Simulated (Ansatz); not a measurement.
quartet N: levels of theory in one basis

A single N atom.

Basis set: cc-pVTZ (spherical functions). Correlated methods keep 1 orbital frozen. Correlation on ROHF uses semicanonical orbitals with singles. Charge 0, multiplicity 4.

Computed with Ansatz (development build ahead of 0.2.0); each method stands on the lowest determinant of its kind that the runs found.

```csv
method,E − E(ROHF) (eV),<S²> of the determinant
ROHF,0.00,3.75
UHF,-0.09,3.76
ROHF-MP2,-2.69,–
UHF-MP2,-2.70,3.76
ROHF-CCSD,-3.13,–
UHF-CCSD,-3.13,3.76
ROHF-CCSD(T),-3.19,–
UHF-CCSD(T),-3.19,3.76
UHF-BCCD(T),-3.19,3.76
ROHF-CCSDT,-3.20,–
UHF-CCSDT,-3.20,3.76
```

Question: Is a single determinant a sound starting point here?

Answer: By this sign, yes. Unrestricted orbitals gain 0.09 eV and <S²> is 3.76 against 3.75 for a pure state.
